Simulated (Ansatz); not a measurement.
Molecule: azanylidynephosphane, PN, charge 0, multiplicity 1. 
Geometry from a B3LYP-D3(BJ)/def2-TZVP (Ansatz, an electronic-structure program) optimisation:
```xyz
2

N      0.0000     0.0000    -1.0110
P      0.0000     0.0000     0.4718
```

Computed values are from Ansatz. Cores are frozen in the correlated levels unless marked. UHF or UKS for open shells. No spin-orbit coupling. Non-relativistic. Basis-set limits of correlation are two-point, X^-3; Hartree-Fock from the larger set (for Q and 5 zeta extrapolated as (X+1)exp(-9√X)).

| Item | Value |
|---|---|
| atomisation energy De | 145.1 kcal/mol at CCSD(T)/CBS(cc-pV(Q+d)Z,cc-pV(5+d)Z) |
| total energy | -395.5940 Eh at CCSD(T)/CBS(cc-pV(Q+d)Z,cc-pV(5+d)Z) |
| dipole moment | 2.73 D at CCSD(T)/aug-cc-pV(D+d)Z |
| T1 diagnostic | 0.019 at CCSD/cc-pV(5+d)Z |
| measured dipole moment | 2.75 D (NIST CCCBDB, as tabulated in the package chemicals; older table, unchecked) |

The Hartree-Fock reference is unstable (checked in the largest basis), which strains HF and MP2.
